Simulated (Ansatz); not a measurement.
ClFGeH4Sn, SMILES `[F][SnH]([Cl])[GeH3]` at its PBE0-D4/def2-TZVP geometry, where that method's forces vanish. Charge 0, multiplicity 1. Sn takes the def2 core potential.

| atom | x (Å) | y (Å) | z (Å) |
| --- | --- | --- | --- |
| F1 | 1.1099 | -1.5885 | -1.5934 |
| Sn2 | -0.1871 | -0.2373 | -1.1615 |
| Cl3 | -2.2164 | -1.3728 | -1.2093 |
| Ge4 | 0.3025 | 0.4972 | 1.2800 |
| H5 | -0.1752 | 0.8069 | -2.5076 |
| H6 | 1.6923 | 1.1419 | 1.3338 |
| H7 | -0.7703 | 1.5082 | 1.7009 |
| H8 | 0.2443 | -0.7556 | 2.1571 |

(1) For each bond, give half the difference of the two atoms' forces along it (eV/Å; positive pushes the atoms apart) under PBE-D4, r2SCAN-D4, B3LYP-D4, ωB97M-V in def2-TZVPP. (An estimate is asked.)

Answers

(1) Computed: 
```tsv
bond	length (Å)	PBE-D4	r2SCAN-D4	B3LYP-D4	ωB97M-V
F1–Sn2	1.922	0.52	0.09	0.29	0.07
Sn2–Cl3	2.326	0.22	0.09	0.25	0.01
Sn2–Ge4	2.596	-0.12	-0.04	0.03	-0.03
Sn2–H5	1.704	0.06	0.00	-0.06	-0.11
Ge4–H6	1.533	0.08	-0.04	-0.02	-0.06
Ge4–H7	1.533	0.08	-0.04	-0.01	-0.06
Ge4–H8	1.530	0.08	-0.04	-0.02	-0.06
```

B3LYP here is the variant with VWN-RPA as its local correlation; programs differ in this.
